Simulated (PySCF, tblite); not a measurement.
Species: C₅H₁₀OSi₂.
Z-matrix (Å and degrees, GFN2-xTB geometry), rows numbered from 1:
```
C 
C   1  1.3248
C   2  1.5051  1  120.47
O   3  1.4014  2  112.89  1  -120.82
Si  4  1.6218  3  128.12  2   -62.18
C   5  1.8932  4  108.54  3    44.98
C   6  1.3282  5  123.98  4   150.27
Si  6  1.8899  5  113.08  4   -27.89
H   1  1.0772  2  121.47  3  -179.84
H   1  1.0805  2  122.52  3    -0.20
H   3  1.0997  2  108.97  1   117.37
H   3  1.0969  2  110.64  1    -1.51
H   5  1.4710  4  111.28  3   -73.66
H   5  1.4543  4   99.76  3   166.11
H   7  1.0802  6  122.09  5     1.60
H   7  1.0804  6  122.39  5  -178.32
H   8  1.4734  2  108.19  1  -108.77
H   8  1.4660  2  109.65  1    11.69
```

Jobs on this species (18 atoms, 76 electrons) with PySCF (density fitting) and tblite. Hardware of each: Arm Neoverse N1, one thread, no GPU, on a shared host. Times come from a shared host and carry two figures at best.

```
level and settings                                                             work  basis functions  SCF cycles  wall time
          GFN2-xTB                                    Hessian by finite differences                –           –          ?
          GFN2-xTB                                                L-BFGS relaxation                –           –     0.99 s
     PBE0/pcSseg-1  shieldings, ring-centre shieldings, charges and field gradients              200          14       63 s
```

Q: Fill in the missing figures.

A: 
- GFN2-xTB; Hessian by finite differences: 1.3 s

Q: What do all jobs in the table cost together?

A: About 65 s; the longest takes about 96 % of that, and about 64 times as long as the shortest.
